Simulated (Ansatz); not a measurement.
CH8AlBGe (`C[B]([AlH2])[GeH3]`). Charge 0, multiplicity 1. The structure was optimised at the PBE0-D4/def2-TZVP level.

```xyz
12

C     0.288   -1.710    0.136
B    -0.097   -0.201    0.181
Al   -1.093    0.839    1.734
Ge    0.513    0.953   -1.438
H    -0.322   -2.389    0.736
H     0.447   -2.138   -0.858
H     1.286   -1.702    0.613
H    -2.655    1.149    1.653
H    -0.279    1.427    2.974
H     1.777    0.408   -2.138
H     0.764    2.440   -1.112
H    -0.630    0.925   -2.479
```

What is the dipole moment at B3LYP/def2-TZVPP? (Estimate.)

The calculation gave: 1.62 D, with components (0.36, -1.55, 0.26) D in this frame, pointing from negative to positive charge.

And with PBE, r2SCAN, ωB97M-V? (Best estimate.)

Ansatz gave: PBE 1.62 D, r2SCAN 1.63 D, ωB97M-V 1.62 D.

Give the Mulliken charges with B3LYP, r2SCAN, PBE in def2-TZVPP. (Estimate.)

The calculation gave: 
| atom | B3LYP | r2SCAN | PBE |
| --- | --- | --- | --- |
| C1 | -0.29 | -0.20 | -0.30 |
| B2 | 0.13 | 0.05 | 0.11 |
| Al3 | 0.28 | 0.37 | 0.20 |
| Ge4 | -0.08 | -0.04 | -0.06 |
| H5 | 0.10 | 0.07 | 0.10 |
| H6 | 0.10 | 0.07 | 0.10 |
| H7 | 0.10 | 0.07 | 0.11 |
| H8 | -0.14 | -0.16 | -0.11 |
| H9 | -0.14 | -0.16 | -0.11 |
| H10 | -0.02 | -0.03 | -0.02 |
| H11 | -0.02 | -0.03 | -0.02 |
| H12 | -0.02 | -0.02 | -0.02 |

B3LYP here is the variant with VWN-RPA as its local correlation; programs differ in this.
